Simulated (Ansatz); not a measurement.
Cu6P⁻, relaxed as a singlet with RKS PBE0-D4/def2-SVPD in Ansatz, starting from the GFN2-xTB geometry. Force threshold 0.02 eV/Å.

The restricted singlet is unstable towards broken spin symmetry in Hartree–Fock (as tested in another run); at PBE0-D4/def2-SVPD this wasn't settled. The structure comes from a short search, and lower isomers may exist.

Start:

```
atom    x (Å)    y (Å)    z (Å)
  P1   1.3316  -1.2928   0.6875
 Cu2   0.7059   1.6450  -0.3261
 Cu3   0.6693  -0.4866  -1.2973
 Cu4  -0.8256  -1.2059   1.1379
 Cu5  -2.5603  -0.1920   0.0467
 Cu6  -1.2007   0.8532  -1.6427
 Cu7   1.8798   0.6790   1.3940
```

```json
{"step": "1", "energy (eV)": "-277054.5940", "largest force component (eV/Å)": "0.643", "SCF passes": "30"}
{"step": "2", "energy (eV)": "-277054.8718", "largest force component (eV/Å)": "0.446", "SCF passes": "42"}
{"step": "3", "energy (eV)": "-277055.0657", "largest force component (eV/Å)": "0.291", "SCF passes": "39"}
{"step": "4", "energy (eV)": "-277055.2352", "largest force component (eV/Å)": "0.285", "SCF passes": "39"}
{"step": "5", "energy (eV)": "-277055.4788", "largest force component (eV/Å)": "0.369", "SCF passes": "41"}
{"step": "6", "energy (eV)": "-277055.6430", "largest force component (eV/Å)": "0.305", "SCF passes": "39"}
{"step": "7", "energy (eV)": "-277055.7009", "largest force component (eV/Å)": "0.221", "SCF passes": "38"}
{"step": "8", "energy (eV)": "-277055.7642", "largest force component (eV/Å)": "0.168", "SCF passes": "36"}
{"step": "9", "energy (eV)": "-277055.8620", "largest force component (eV/Å)": "0.251", "SCF passes": "35"}
{"step": "10", "energy (eV)": "-277055.9894", "largest force component (eV/Å)": "0.242", "SCF passes": "36"}
{"step": "11", "energy (eV)": "-277056.0822", "largest force component (eV/Å)": "0.116", "SCF passes": "37"}
{"step": "12", "energy (eV)": "-277056.1005", "largest force component (eV/Å)": "0.094", "SCF passes": "37"}
{"step": "13", "energy (eV)": "-277056.1031", "largest force component (eV/Å)": "0.057", "SCF passes": "31"}
{"step": "14 (rejected)", "energy (eV)": "-277056.1021", "largest force component (eV/Å)": "0.071", "SCF passes": "30"}
{"step": "15", "energy (eV)": "-277056.1046", "largest force component (eV/Å)": "0.010", "SCF passes": "33"}
```

Force components are those of the run's own axes.

End:

```xyz
7

P     1.4499   -1.6119    0.8060
Cu    0.9722    2.1144   -0.9474
Cu    1.2294   -0.3863   -1.0731
Cu   -0.7358   -1.2947    0.5377
Cu   -2.8875   -0.1874    0.2721
Cu   -0.9493    0.7765   -0.6700
Cu    0.9210    0.5894    1.0746
```

Bonds formed: Cu4–Cu6, Cu6–Cu7 (atoms count from 1). Metal–metal contacts that move far: Cu3–Cu7 3.17 to 2.38 Å, Cu4–Cu7 3.31 to 2.57 Å.

No frequencies were taken in this run, so the end may be a saddle point.

Hardware: 4 threads of Intel Xeon Platinum 8259CL on a shared host. Wall time 6.1 min, peak host memory 1.2 GiB.
